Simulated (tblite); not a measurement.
C₄H₁₂GeN₂.
Atom-mapped SMILES: `[CH3:1][N:2]1[CH2:3][CH2:4][CH2:5][N:6]1[GeH3:7]` (hydrogens: H8, H9, H10 on C1; H11, H12 on C3; H13, H14 on C4; H15, H16 on C5; H17, H18, H19 on Ge7)

Computed with GFN2-xTB (tblite), gas phase: L-BFGS steps from a force-field or distance-geometry start until the largest atomic force falls under 0.01 eV/Å.

Step 24: E = -610.5296 eV
```
atom  x, y, z in Å  |  force x, y, z in eV/Å
C1     -1.3185   -1.6413    0.2495   -0.020  -0.004   0.023
N2     -0.3987   -0.6955   -0.3506   -0.036  -0.062  -0.068
C3     -1.0782    0.4073   -1.0348    0.008   0.019   0.013
C4     -0.2735    1.6537   -0.6743    0.020   0.016   0.048
C5      0.1723    1.2906    0.7398   -0.018   0.014   0.020
N6      0.4790   -0.1206    0.6502   -0.011  -0.021  -0.024
Ge7     2.1880   -0.7259    0.3958    0.031  -0.066   0.003
H8     -1.9862   -1.1850    0.9951    0.033   0.008  -0.028
H9     -0.7388   -2.4283    0.7320    0.008   0.060  -0.010
H10    -1.9208   -2.0863   -0.5444    0.043   0.039   0.042
H11    -2.1106    0.5121   -0.6695    0.019   0.010  -0.036
H12    -1.1022    0.2154   -2.1112    0.010  -0.026   0.047
H13    -0.8622    2.5677   -0.7205    0.001  -0.013  -0.026
H14     0.6010    1.7454   -1.3226   -0.028   0.002   0.007
H15     1.0396    1.8545    1.0833   -0.005  -0.011   0.005
H16    -0.6492    1.4445    1.4520   -0.040   0.013  -0.006
H17     2.9846   -0.2228    1.5579    0.003  -0.010   0.020
H18     2.9184   -0.3681   -0.8697   -0.028   0.044  -0.051
H19     2.0463   -2.2081    0.4346    0.008  -0.012   0.022
```

Step 25: E = -610.5308 eV
```
atom  x, y, z in Å  |  force x, y, z in eV/Å
C1     -1.3178   -1.6390    0.2494   -0.010  -0.012   0.027
N2     -0.3965   -0.6968   -0.3549   -0.065  -0.027  -0.027
C3     -1.0779    0.4078   -1.0366    0.021   0.020   0.017
C4     -0.2726    1.6543   -0.6744    0.009   0.005   0.043
C5      0.1699    1.2887    0.7411   -0.013   0.020  -0.006
N6      0.4790   -0.1221    0.6499   -0.030  -0.016  -0.048
Ge7     2.1886   -0.7282    0.3972    0.023  -0.060  -0.002
H8     -1.9833   -1.1810    0.9962    0.038   0.016  -0.046
H9     -0.7358   -2.4220    0.7343    0.008   0.031  -0.005
H10    -1.9218   -2.0881   -0.5410    0.044   0.043   0.040
H11    -2.1108    0.5112   -0.6703    0.043   0.011  -0.035
H12    -1.1040    0.2166   -2.1130    0.019  -0.021   0.048
H13    -0.8609    2.5690   -0.7220    0.002  -0.027  -0.015
H14     0.6020    1.7481   -1.3232   -0.036  -0.013   0.027
H15     1.0367    1.8520    1.0869   -0.012  -0.005   0.011
H16    -0.6552    1.4420    1.4504   -0.014   0.004  -0.016
H17     2.9887   -0.2253    1.5582   -0.007  -0.012   0.012
H18     2.9132   -0.3664   -0.8707   -0.025   0.038  -0.046
H19     2.0487   -2.2115    0.4349    0.006   0.004   0.022
```

Task: Estimate the geometry and energy of step 26. (The exact step hangs on the optimiser's Hessian estimate; all steps are aligned on step 25, rigid shifts and turns removed.)

Result: E = -610.5317 eV, largest force 0.061 eV/Å
```
atom  x, y, z in Å  |  force x, y, z in eV/Å
C1     -1.3172   -1.6372    0.2496    0.007  -0.007   0.021
N2     -0.3957   -0.6982   -0.3590   -0.057   0.015   0.015
C3     -1.0773    0.4085   -1.0377    0.023   0.012   0.014
C4     -0.2718    1.6549   -0.6738   -0.007  -0.007   0.023
C5      0.1675    1.2872    0.7421   -0.004   0.008  -0.021
N6      0.4785   -0.1237    0.6488   -0.025  -0.008  -0.054
Ge7     2.1896   -0.7310    0.3983    0.005  -0.030  -0.012
H8     -1.9802   -1.1771    0.9965    0.025   0.028  -0.039
H9     -0.7329   -2.4162    0.7364    0.014  -0.001   0.005
H10    -1.9219   -2.0891   -0.5373    0.027   0.030   0.022
H11    -2.1102    0.5108   -0.6716    0.043   0.015  -0.026
H12    -1.1052    0.2173   -2.1137    0.027  -0.013   0.032
H13    -0.8599    2.5697   -0.7235   -0.003  -0.029  -0.002
H14     0.6024    1.7500   -1.3231   -0.028  -0.023   0.037
H15     1.0338    1.8498    1.0902   -0.017  -0.002   0.018
H16    -0.6609    1.4399    1.4486    0.008  -0.005  -0.021
H17     2.9921   -0.2276    1.5587   -0.018  -0.017   0.000
H18     2.9086   -0.3643   -0.8725   -0.026   0.028  -0.031
H19     2.0508   -2.2145    0.4355    0.006   0.007   0.020
```

The energy changes by -0.0009 eV. The first-order estimate −F·Δx gives -0.0013 eV and the mean of the old and new forces, exact on a quadratic surface, -0.0009 eV. The step makes an angle of 68° with the force vector and moves no atom by more than 0.007 Å.
